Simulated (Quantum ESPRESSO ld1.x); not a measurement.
The numbers below are computed, except where a source is named.
Problem. The aim is neutral hafnium in [Xe] 4f14 5d2 6s2. What will ld1.x (Quantum ESPRESSO 7.5) do with this input?

```
 &input
    zed=72.0,
    iswitch=1,
    rel=1,
    lsd=1,
    dft='SLA-VWN',
    config='[Xe] 4f14 5d2 6s2 6s2',
    prefix='ld1',
    max_out_wfc=37,
    file_charge='ld1.rho',
 /
```

Solution. Refused. The program stops in occ_spin with "wrong occupations": a shell may stand twice only as spin up and down (lsd = 1) or as its two j (rel = 2, l > 0), within their capacities.

Output (excerpt):

```
     Program LD1 v.7.5 starts

 %%%%%%%%%%%%%%%%%%%%%%%%%%%%%%%%%%%%%%%%%%%%%%%%%%%%%%%%%%%%%%%%%%%%%%%%%%%%%%
     Error in routine occ_spin (1):
     wrong occupations
 %%%%%%%%%%%%%%%%%%%%%%%%%%%%%%%%%%%%%%%%%%%%%%%%%%%%%%%%%%%%%%%%%%%%%%%%%%%%%%

     stopping ...
```

Run on one thread of a shared host, so times are rough (Intel(R) Xeon(R) Processor @ 2.60GHz): 0.48 s of CPU time, 0.64 s wall.
